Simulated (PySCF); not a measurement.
Removal energies of Rh²⁷⁺ from EOM-IP-GCCSD

Reference: closed-shell Rh²⁷⁺, [Ar]; one electron is removed. Calculated with PySCF 2.14, two-component X2C-1e with screened spin-orbit coupling, an uncontracted even-tempered set (19 s from 1.3 bohr⁻², ratio 2.6; 14 p from 1.7 bohr⁻², ratio 2.6; 6 d from 1.8 bohr⁻², ratio 2.8; 3 f from 34 bohr⁻², ratio 2.8); frozen [Ne]; the 64 highest virtual spinors dropped; of the others 50 kept and the rest restored at second order. No Breit or QED terms. Binding energies in eV.

```tsv
level	Koopmans	second order	EOM-CCSD
3s1/2	1682.0	1669.3	1661.0
3p1/2	1579.1	1579.2	1579.3
3p3/2	1545.7	1546.0	1546.3
```

In EOM-CCSD the overlap with the one-orbital guess is low for 3s1/2 (weight 0.68). That can mean mixing with two-hole, one-particle states, where second order and EOM-CCSD lose accuracy, or only a rotation among the degenerate components of the shell; the terms of those configurations are not listed.

For comparison, the ionisation energy of Rh²⁷⁺ is 1544 ± 5 eV (semi-empirical (NIST evaluation); NIST Atomic Spectra Database, ionization energies).
